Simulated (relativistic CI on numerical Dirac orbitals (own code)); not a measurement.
## Electric-dipole lines of Gd35+

Computed by Dirac-Coulomb-Breit CI, orbitals from a KLI potential per configuration, model QED (radiative potential, 1s self-energy scaled to tabulated hydrogen-like ionisation energies), unscaled Slater integrals (own radial code, finite nucleus).

Configuration list (outside the closed core [Ar]): 3d10 4s, 3d10 4p, 3d10 4d, 3d10 4f, 3d10 5s, 3d10 5p, 3d10 5d, 3d10 5f, 3d10 5g, 3d9 4p2, 3d10 6s, 3d10 6p, 3d10 6d, 3d8 4s 4p2, 3d9 4s2, 3d9 4p 4d. Levels of other configurations are missing.

```
λ vac (nm)                 Lower                     Upper   A (s⁻¹)  log gf  S velocity/length
    2.0053   3d10 4p 2P°_3/2 [3]       3d10 5d 2D_5/2 [12]  2.06e+12   -0.13               1.01
    2.2301    3d10 4d 2D_3/2 [4]      3d10 5f 2F°_5/2 [13]  3.74e+12    0.22               0.99
    2.2648    3d10 4d 2D_5/2 [5]      3d10 5f 2F°_7/2 [14]  4.07e+12    0.40               0.99
    2.7753   3d10 4f 2F°_5/2 [6]       3d10 5g 2G_7/2 [15]  7.89e+12    0.86               0.99
    2.7849   3d10 4f 2F°_7/2 [7]       3d10 5g 2G_9/2 [16]  8.15e+12    0.98               0.99
    7.3673   3d9 4p2 2D_5/2 [24]    3d9 4p 4d 2D°_5/2 [60]  4.59e+11    0.35               0.96
    7.4422   3d9 4p2 2D_5/2 [24]    3d9 4p 4d 2F°_7/2 [58]  4.79e+11    0.50               0.98
    7.4540   3d9 4p2 4F_3/2 [25]    3d9 4p 4d 4G°_5/2 [75]  4.55e+11    0.36               0.98
    7.5309   3d10 4p 2P°_1/2 [2]        3d10 4d 2D_3/2 [4]  3.67e+11    0.10               1.00
    7.5315   3d9 4p2 2G_7/2 [37]   3d9 4p 4d 2G°_9/2 [129]  4.59e+11    0.59               0.90
    7.5530   3d9 4p2 2F_7/2 [33]    3d9 4p 4d 2G°_9/2 [98]  2.45e+11    0.32               0.91
    7.5566   3d9 4p2 2G_9/2 [29]   3d9 4p 4d 4G°_11/2 [91]  4.76e+11    0.69               0.91
    9.0221   3d9 4p2 2F_7/2 [42]   3d9 4p 4d 2G°_9/2 [115]  3.19e+11    0.59               0.86
    9.0263   3d9 4p2 2F_5/2 [50]   3d9 4p 4d 2G°_7/2 [144]  3.51e+11    0.54               0.86
    9.0976    3d10 4d 2D_3/2 [4]       3d10 4f 2F°_5/2 [6]  2.02e+11    0.18               1.01
    9.1921   3d9 4p2 2F_7/2 [49]   3d9 4p 4d 2H°_9/2 [142]  4.01e+11    0.71               0.89
    9.2020   3d9 4p2 4F_9/2 [41]  3d9 4p 4d 2H°_11/2 [112]  4.00e+11    0.78               0.89
    9.6449    3d10 4d 2D_5/2 [5]       3d10 4f 2F°_7/2 [7]  1.82e+11    0.31               1.01
    9.7049   3d10 4p 2P°_3/2 [3]        3d10 4d 2D_5/2 [5]  2.13e+11    0.26               1.00
    9.7084   3d9 4p2 4D_7/2 [26]    3d9 4p 4d 4F°_9/2 [61]  1.76e+11    0.40               0.96
    10.249    3d10 4s 2S_1/2 [1]       3d10 4p 2P°_3/2 [3]  1.51e+11   -0.02               0.99
    16.068   3d10 5p 2P°_1/2 [9]       3d10 5d 2D_3/2 [11]  1.10e+11    0.23               1.00
    20.552   3d10 5d 2D_3/2 [11]      3d10 5f 2F°_5/2 [13]  6.16e+10    0.37               1.00
    20.578  3d10 5p 2P°_3/2 [10]       3d10 5d 2D_5/2 [12]  6.54e+10    0.40               1.00
    21.709    3d10 5s 2S_1/2 [8]      3d10 5p 2P°_3/2 [10]  4.43e+10    0.10               1.01
    21.791   3d10 5d 2D_5/2 [12]      3d10 5f 2F°_7/2 [14]  5.56e+10    0.50               1.00
    29.253  3d10 6p 2P°_1/2 [18]       3d10 6d 2D_3/2 [20]  4.18e+10    0.33               1.00
    37.341  3d10 6p 2P°_3/2 [19]       3d10 6d 2D_5/2 [21]  2.50e+10    0.50               1.00
    39.493   3d10 6s 2S_1/2 [17]      3d10 6p 2P°_3/2 [19]  1.66e+10    0.19               1.01
    47.101  3d10 5f 2F°_7/2 [14]       3d10 5g 2G_9/2 [16]  3.59e+09    0.08               0.93
```

Terms are leading LS components. Brackets give the number of a level in order of energy, since labels repeat. The list gives strong lines, with weight on those to low levels, among the lowest 147 of 358 levels, so that lines to higher ones, which can be the strongest, are missing. Levels whose partners in the same complex of configurations lie outside the list can be far off, and so can their lines. Rates are taken at the computed energies, electric ones in the length gauge. A velocity-to-length ratio far from 1 marks an uncertain rate.

At this charge energies of transitions that change n are usually good to better than 1 %, and those within a shell (Δn = 0) to a few per cent.

LS names give the leading component of a level, which can be under half, so a name can repeat, a term be missing and a line seem to break the LS rules.
